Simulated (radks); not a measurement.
The numbers below are computed, except where a source is named.
Spherical quantum dot in the effective-mass picture: electrons in a parabolic well V = omega^2 r^2 / 2 with omega = 0.713, with a point charge +1 (a donor) at the centre, all in effective atomic units (hartree* = m*/eps^2 hartree, bohr* = eps/m* bohr), one dielectric constant everywhere. Level of theory: non-relativistic Kohn-Sham, PBE, spin-polarised, spherical densities (a radial shooting solver with Libxc functionals). Levels are named by radial order and angular momentum (1s, 1p, 1d, 2s, ...), and open shells are averaged over m. Results are scaled to m* = 0.047 and eps = 4.3, for which hartree* = 69.17 meV and bohr* = 4.841 nm.

N = 7, configuration 1s2 1p(up 3, down 2). This is the lowest configuration that the search found. Occupied and some empty levels:

level    occupation  eigenvalue (meV)  <r> (nm)
1s up             1            234.27     6.517
1s down           1            235.80     6.446
1p up             3            279.69     9.825
1p down           2            281.93     9.835
2s up             0            307.40     10.02
2s down           0            308.74     10.08
1d up             0            317.83     11.58
1d down           0            319.97     11.62
1f up             0            357.40     12.97
1f down           0            359.28     13.02

Energy (meV): total 1100.50, kinetic 316.83, external 139.46, Hartree 827.08, exchange-correlation -182.87.

Electron density:

r (nm)  n(r) (e/nm^3)
0.860        0.004044
1.82         0.002890
2.77         0.002204
3.73         0.001793
4.69         0.001532
5.65         0.001343
6.60         0.001179
7.56         0.001017
8.52        0.0008499
9.48        0.0006800
10.4        0.0005177
11.4        0.0003717
12.4        0.0002510
13.3        0.0001592
14.3       0.00009525
15.2       0.00005354
16.2       0.00002834
17.1       0.00001411
18.1        6.625e-06
19.1        2.905e-06
